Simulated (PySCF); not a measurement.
**Exercise with solution: oscillator strength and radiative lifetime**

CClF, SMILES Cl[C]F (connectivity only; charge and spin as stated), neutral, multiplicity 1.

Coordinates come from a r2SCAN-D4/def2-TZVP optimisation. The isomer is the one that the SMILES or the coordinates give; other isomers of the formula were not compared.

TDDFT-ωB97X/def2-TZVPD (PySCF) puts the first singlet state with f over 0.02 at 7.55 eV (vertical), with the transition dipole (-0.529, -1.034, 0.000) in atomic units.

**Question.** Find the oscillator strength, the wavelength and the radiative lifetime that this transition would have in vacuum if emission retraced absorption.

**Answer.** 
|μ|² = 1.3490 au, so |μ| = 2.95 D. ΔE = 7.55/27.211 = 0.2775 hartree. f = (2/3) ΔE |μ|² = 0.250 (the program prints 0.250).
λ = 1239.84/7.55 = 164 nm; ν = 60895 cm⁻¹.
Einstein's coefficient A = 0.6670 ν² f s⁻¹ (ν in cm⁻¹) = 6.2e8 s⁻¹, so τ = 1/A = 1.6 ns. This state is S4; the lower singlets have f = 0.008, 0.000, 0.006. The figure is the radiative limit of this one transition; relaxation, internal conversion, crossing to triplets and a medium change what is measured.
